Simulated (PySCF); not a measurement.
**Excitation energy of V by level of theory**

V [Ar] 3d3 4s2 (4F) → V [Ar] 3d2 4s2 4p1 (high-spin determinant), as a difference of total energies. Calculation: PySCF 2.14, in def2-TZVPPD (6s6p4d2f1g, 67 functions); no relativity, point nucleus. Correlated levels: valence: [Ar] frozen; valence and next inner shell: [Ne] frozen. The calculations carry no spin-orbit coupling.

```json
{"method": "UHF", "excitation energy (eV)": "5.609"}
{"method": "LDA", "excitation energy (eV)": "6.737"}
{"method": "PBE", "excitation energy (eV)": "6.496"}
{"method": "PBE0", "excitation energy (eV)": "6.301"}
{"method": "r2SCAN", "excitation energy (eV)": "6.621"}
{"method": "r2SCAN0", "excitation energy (eV)": "6.425"}
{"method": "r2SCANh", "excitation energy (eV)": "6.541"}
{"method": "HSE06", "excitation energy (eV)": "6.295"}
{"method": "TPSS", "excitation energy (eV)": "6.250"}
{"method": "MP2 (valence)", "excitation energy (eV)": "5.601"}
{"method": "SCS-MP2 (valence)", "excitation energy (eV)": "5.377"}
{"method": "MP2 (valence and next inner shell)", "excitation energy (eV)": "5.769"}
{"method": "SCS-MP2 (valence and next inner shell)", "excitation energy (eV)": "5.588"}
```

Task: How much does correlation contribute at MP2 (valence and next inner shell)?

Result: 5.769 − (5.609) = 0.160 eV, measured against UHF.

A first-order spin-orbit estimate (lowest level to lowest level, LS coupling) adds -0.016 eV.

The determinant of the upper state mixes LS terms, which raises its energy above the lowest term, most at the Hartree-Fock and MP2 levels.
